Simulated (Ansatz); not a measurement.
System: C$_{5}$H$_{3}$O$_{2}$, net charge 0, doublet state. It need not be the lowest isomer of its formula. 
Structure (B3LYP-D3(BJ)/def2-TZVP (Ansatz, a program for electronic structure) minimum search):
SMILES: O=[C]c1occc1
```xyz
10

C     -1.9556     0.2534     0.2470
C     -1.4525    -1.0136     0.2931
O     -0.1206    -1.0167     0.1094
C      0.2614     0.3004    -0.0635
C     -0.8449     1.1028     0.0161
C      1.6351     0.6409    -0.2843
O      2.6056    -0.0382    -0.3564
H     -2.9873     0.5366     0.3637
H     -1.9126    -1.9754     0.4444
H     -0.8413     2.1750    -0.0822
```
Charge 0, spin multiplicity 2.

Basis-set convergence of Hartree-Fock and CCSD(T) correlation energies (hartree) with Ansatz. Valence correlation only, unless marked. UHF or UKS for open shells. No spin-orbit coupling. No relativistic terms.

The UHF reference is spin-contaminated (<S^2> 0.27 over the pure value in the largest basis). 

```tsv
basis	functions	E(HF)	E(corr, CCSD(T))
cc-pVDZ	113	-340.76148	-1.05040
cc-pVTZ	252	[?]	[?]
```

Task: Some entries are withheld; supply them.

Result: 
- cc-pVTZ, E(HF): -340.85514
- cc-pVTZ, E(corr, CCSD(T)): -1.28424
